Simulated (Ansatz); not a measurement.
One change: `[NH]=[W](=[NH])([OH])[Cl]` becomes `[NH]=[W](=[NH])([OH])[OH]`.

Ansatz, PBE0-D4/def2-TZVP geometries, multiplicity 1. Each molecule was computed in one conformer, which needn't be the lowest.

Elements past krypton have def2 core potentials.

```csv
property,`[NH]=[W](=[NH])([OH])[Cl]`
HOMO energy (PBE/def2-TZVPP) / eV,-6.58
size of the dipole moment (PBE/def2-TZVPP) / D,2.61
HOMO–LUMO gap (PBE0/def2-TZVPP) / eV,6.44
LUMO energy (PBE0/def2-TZVPP) / eV,-1.48
zero-point energy (PBE0-D4/def2-TZVP) / kJ/mol,112.8
HOMO energy (B3LYP/def2-TZVPP) / eV,-7.68
```

Q: What does the change do to each property? (Estimate.)

A: Ansatz gave: 
```
                                      property  `[NH]=[W](=[NH])([OH])[OH]`  shift
             HOMO energy (PBE/def2-TZVPP) / eV                        -6.23   0.35
size of the dipole moment (PBE/def2-TZVPP) / D                         0.77  -1.84
          HOMO–LUMO gap (PBE0/def2-TZVPP) / eV                         6.97   0.53
            LUMO energy (PBE0/def2-TZVPP) / eV                        -0.63   0.85
zero-point energy (PBE0-D4/def2-TZVP) / kJ/mol                        144.2   31.4
           HOMO energy (B3LYP/def2-TZVPP) / eV                        -7.36   0.32
```

With PBE0 the HOMO rises by 0.33 eV and the LUMO rises by 0.85 eV, so the gap widens by about 0.52 eV. PBE moves the HOMO by 0.35 eV and ωB97M-V by 0.28 eV. The zero-point energy changes by 31.4 kJ/mol with +3 modes. Dipoles are sizes alone; their direction can turn.

B3LYP here is the variant with VWN-RPA as its local correlation; programs differ in this.
